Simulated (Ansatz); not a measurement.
`N[SiH]1NP1`, relaxed with RKS PBE-D4/def2-SVP in Ansatz 0.2.0 from a rough embedded geometry. The force threshold is 0.03 eV/Å; the program also tests the step.

Charge 0, multiplicity 1.

Start:

```xyz
9

N     0.908    1.037    0.582
Si    0.372    0.315   -0.767
N    -0.914   -0.396    0.038
P    -0.245   -1.797   -0.531
H     1.216    0.343    1.269
H     0.114    1.481    1.074
H    -0.334    1.236   -1.718
H    -1.800   -0.185   -0.551
H     0.683   -2.033    0.604
```

```json
{"step": "1", "energy (eV)": "-20206.4296", "largest force (eV/Å)": "6.349", "largest move (Å)": "0.000"}
{"step": "2", "energy (eV)": "-20207.7659", "largest force (eV/Å)": "2.749", "largest move (Å)": "0.195"}
{"step": "3", "energy (eV)": "-20208.3440", "largest force (eV/Å)": "0.539", "largest move (Å)": "0.196"}
{"step": "4", "energy (eV)": "-20208.4587", "largest force (eV/Å)": "0.527", "largest move (Å)": "0.161"}
{"step": "5", "energy (eV)": "-20208.4895", "largest force (eV/Å)": "0.371", "largest move (Å)": "0.071"}
{"step": "6", "energy (eV)": "-20208.5311", "largest force (eV/Å)": "0.144", "largest move (Å)": "0.200"}
{"step": "7 (rejected)", "energy (eV)": "-20208.5043", "largest force (eV/Å)": "1.090", "largest move (Å)": "0.198"}
{"step": "8", "energy (eV)": "-20208.5467", "largest force (eV/Å)": "0.109", "largest move (Å)": "0.099"}
{"step": "9", "energy (eV)": "-20208.5601", "largest force (eV/Å)": "0.130", "largest move (Å)": "0.100"}
{"step": "10", "energy (eV)": "-20208.5669", "largest force (eV/Å)": "0.557", "largest move (Å)": "0.147"}
{"step": "11", "energy (eV)": "-20208.5790", "largest force (eV/Å)": "0.277", "largest move (Å)": "0.200"}
{"step": "12", "energy (eV)": "-20208.5808", "largest force (eV/Å)": "0.257", "largest move (Å)": "0.133"}
{"step": "13", "energy (eV)": "-20208.5897", "largest force (eV/Å)": "0.133", "largest move (Å)": "0.077"}
{"step": "14 (rejected)", "energy (eV)": "-20208.5773", "largest force (eV/Å)": "0.528", "largest move (Å)": "0.072"}
{"step": "15", "energy (eV)": "-20208.5932", "largest force (eV/Å)": "0.137", "largest move (Å)": "0.035"}
{"step": "16", "energy (eV)": "-20208.5970", "largest force (eV/Å)": "0.078", "largest move (Å)": "0.100"}
{"step": "17", "energy (eV)": "-20208.6028", "largest force (eV/Å)": "0.125", "largest move (Å)": "0.111"}
{"step": "18 (rejected)", "energy (eV)": "-20208.5503", "largest force (eV/Å)": "1.914", "largest move (Å)": "0.195"}
{"step": "19", "energy (eV)": "-20208.6114", "largest force (eV/Å)": "0.241", "largest move (Å)": "0.096"}
{"step": "20", "energy (eV)": "-20208.6132", "largest force (eV/Å)": "0.807", "largest move (Å)": "0.098"}
{"step": "21", "energy (eV)": "-20208.6237", "largest force (eV/Å)": "0.220", "largest move (Å)": "0.150"}
{"step": "22 (rejected)", "energy (eV)": "-20208.5787", "largest force (eV/Å)": "0.830", "largest move (Å)": "0.147"}
{"step": "23", "energy (eV)": "-20208.6302", "largest force (eV/Å)": "0.091", "largest move (Å)": "0.073"}
{"step": "24 (rejected)", "energy (eV)": "-20208.6265", "largest force (eV/Å)": "0.142", "largest move (Å)": "0.061"}
{"step": "25 (rejected)", "energy (eV)": "-20208.6299", "largest force (eV/Å)": "0.132", "largest move (Å)": "0.031"}
{"step": "26", "energy (eV)": "-20208.6319", "largest force (eV/Å)": "0.028", "largest move (Å)": "0.015"}
```

End:

```xyz
9

N     0.676    1.243    0.854
Si    0.019    0.388   -0.496
N    -1.244   -0.714   -0.143
P    -0.028   -1.810   -0.960
H     0.776    0.757    1.748
H     1.442    1.902    0.701
H    -0.019    1.340   -1.653
H    -2.250   -0.807   -0.296
H     0.628   -2.300    0.245
```

Hardware: 2 threads of an Arm Neoverse V1 on a shared host. Wall time 40 s, peak host memory 0.13 GiB.
